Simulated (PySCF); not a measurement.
A calculated (BP86, PySCF 2.14, aug-cc-pVTZ-DK, scalar relativity by spin-free X2C-1e) atom or ion has these occupied shells.

| shell | electrons | orbital energy (eV) | rms radius, mean of both spins (bohr) |
| --- | --- | --- | --- |
| 1s β | 1 | -19830.2 | 0.0404 |
| 1s α | 1 | -19830.2 | 0.0404 |
| 2s α | 1 | -2830.7 | 0.166 |
| 2s β | 1 | -2830.3 | 0.166 |
| 2p α | 3 | -2535.2 | 0.148 |
| 2p β | 3 | -2534.9 | 0.148 |
| 3s α | 1 | -509.11 | 0.459 |
| 3s β | 1 | -508.90 | 0.459 |
| 3p α | 3 | -412.14 | 0.464 |
| 3p β | 3 | -411.91 | 0.464 |
| 3d α | 5 | -254.14 | 0.455 |
| 3d β | 5 | -253.79 | 0.455 |
| 4s α | 1 | -97.067 | 1.17 |
| 4s β | 1 | -95.096 | 1.17 |
| 4p α | 3 | -70.890 | 1.29 |
| 4p β | 3 | -68.734 | 1.29 |
| 4d α | 3 | -34.158 | 1.73 |

(1) Name the element and its charge.

Answers

(1) Mo³⁺ (molybdenum, charge +3), in [Kr] 4d3, high-spin 4F determinant.
